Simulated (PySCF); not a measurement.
## C$_{5}$H$_{6}$S$_{2}$: calculation and literature

Geometry:
```tsv
atom	x (Å)	y (Å)	z (Å)
C1	2.420	0.277	-0.228
S2	1.310	-1.103	-0.488
C3	-0.243	-0.357	-0.202
C4	-1.439	-1.127	-0.283
C5	-2.552	-0.386	-0.034
S6	-2.168	1.240	0.299
C7	-0.494	0.952	0.108
H8	3.429	-0.111	-0.369
H9	2.329	0.668	0.787
H10	2.241	1.071	-0.954
H11	-1.457	-2.184	-0.515
H12	-3.579	-0.718	-0.028
H13	0.209	1.759	0.233
```

Published estimates (parent shift plus substituent increments) and measurements: δ 1H H12 7.17; H13 6.87; H11 6.86 ppm (estimated from measurements, as parent shift plus tabulated substituent increment; solution, not stated per compound (mostly CDCl3 or CCl4); Pretsch, Buehlmann, Badertscher, Structure Determination of Organic Compounds, 4th ed. (2009)).

Calculated, not measured (PySCF): NMR shieldings at B97-2/pcSseg-2/GIAO, geometry from PBE0-D3(BJ)/def2-TZVP. Averaged over atoms made equivalent by symmetry, fast rotation or ring inversion, no relativistic terms, gas phase, one computed conformer.

(1) What does the calculation give, and how does it compare?

(2) How far are the unscaled 1H shifts from the references?

## Answers

(1) 
Reference values: estimated from measurements, as parent shift plus tabulated substituent increment (solution, not stated per compound (mostly CDCl3 or CCl4); Pretsch, Buehlmann, Badertscher, Structure Determination of Organic Compounds, 4th ed. (2009)).
| atoms | quantity | reference | computed | computed, scaled |
| --- | --- | --- | --- | --- |
| H12 | δ 1H | 7.17 | 7.40 | 7.08 |
| H13 | δ 1H | 6.87 | 6.46 | 6.20 |
| H11 | δ 1H | 6.86 | 7.11 | 6.81 |

Computed shifts are σ(ref) − σ with the named reference compound (TMS for H and C) calculated as an isolated molecule at the same level. The measured values may be among those fitted. Shieldings were converted by linear fits to measured shifts (mostly CDCl3, TMS scale, for H and C): 1H: δ = 29.81 − 0.938σ (rms 0.14 ppm, 293 shifts, 0.16 ppm with the 4 outliers that the fit left out). A few per cent of atoms miss by over 2 rms, more outside the fitted compound classes.

(2) Mean signed difference +0.02 ppm, mean absolute 0.30 ppm over 3 comparisons; the largest is -0.41 ppm at H13 (hydrogen on an aromatic CH next to the ring sulfur).
